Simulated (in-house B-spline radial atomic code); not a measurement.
A radial electron density 4πr²n(r) was computed for an atom or ion in its tabulated ground configuration with an all-electron radial atomic-structure program (B-spline basis); method: non-relativistic BLYP, spin-polarised, spherical fractional occupations. Columns: r (bohr), 4πr²n(r) (electrons per bohr), bar.

```
  0.0019     1.08 #
 0.00231    1.553 #
  0.0028    2.207 ##
 0.00341     3.14 ###
 0.00414    4.405 ####
 0.00503     6.12 #####
 0.00611    8.392 ########
 0.00743    11.35 ##########
 0.00903    15.04 #############
   0.011    19.53 #################
  0.0133    24.44 ######################
  0.0162    29.84 ###########################
  0.0197    34.93 ###############################
   0.024    39.03 ###################################
  0.0291    41.25 #####################################
  0.0354    41.19 #####################################
   0.043    39.04 ###################################
  0.0523    35.96 ################################
  0.0636    34.03 ##############################
  0.0772    35.17 ###############################
  0.0939    39.85 ####################################
   0.114    45.85 #########################################
   0.139    49.19 ############################################
   0.169    46.36 #########################################
   0.205    38.24 ##################################
   0.249    29.73 ###########################
   0.303     26.4 ########################
   0.368    29.02 ##########################
   0.447    32.49 #############################
   0.543    31.18 ############################
   0.661    24.12 ######################
   0.803    15.19 ##############
   0.976    8.213 #######
    1.19    4.345 ####
    1.44    2.634 ##
    1.75    1.607 #
    2.13   0.8034 #
    2.59   0.2872 
    3.15   0.0662 
    3.82 0.009103 
    4.65 0.0006187 
    5.65 2.005e-05
```

(1) Which atom or ion is it?
A. Se3+
B. As4+
C. Rb5+
D. Se4+

Answers

(1) D. The area under the curve, ∫4πr²n dr = ∫r·4πr²n d(ln r) on this logarithmic grid, is 30 electrons, which only this option has. The configuration is [Ar] 3d10 4s2.
